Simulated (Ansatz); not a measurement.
Relaxation of Cl$_{3}$Zn (4 atoms, charge 0, multiplicity 2), to a largest force component of 0.03 eV/Å in at most 50 steps.

Method: UKS r2SCAN-D4/def2-SVP (Ansatz).

```xyz
4
Properties=species:S:1:pos:R:3
Zn 0.000 0.000 -0.426
Cl 0.000 0.000 3.000
Cl 0.000 0.000 -2.559
Cl 0.000 0.000 5.065
```

Problem. Where does it end, and by what steps?

Solution. The run converged. After 7 steps the energy has fallen by 2.027 eV; Cl2 moved furthest, 0.89 Å. Parted: Cl2–Cl4 (2.06 → 2.93 Å). Joined: Zn1–Cl2 (3.43 → 2.10 Å).

| step | energy less start (eV) | largest force component (eV/Å) | accepted |
| --- | --- | --- | --- |
| 0 | 0.0000 | 1.061 | yes |
| 1 | -0.2324 | 1.506 | yes |
| 2 | -0.6452 | 2.669 | yes |
| 3 | -1.3475 | 3.116 | yes |
| 4 | -1.8636 | 1.502 | yes |
| 5 | -2.0067 | 0.823 | yes |
| 6 | -2.0260 | 0.044 | yes |
| 7 | -2.0270 | 0.014 | yes |

```xyz
4
Properties=species:S:1:pos:R:3
Zn 0.000 0.000 0.011
Cl 0.000 0.000 2.109
Cl 0.000 0.000 -2.076
Cl 0.000 0.000 5.036
```

Whether the end is a true minimum wasn't checked by a vibrational analysis.

The run took 54 s on 4 threads of Arm Neoverse V1, with other jobs on the host, peak memory 0.27 GiB.
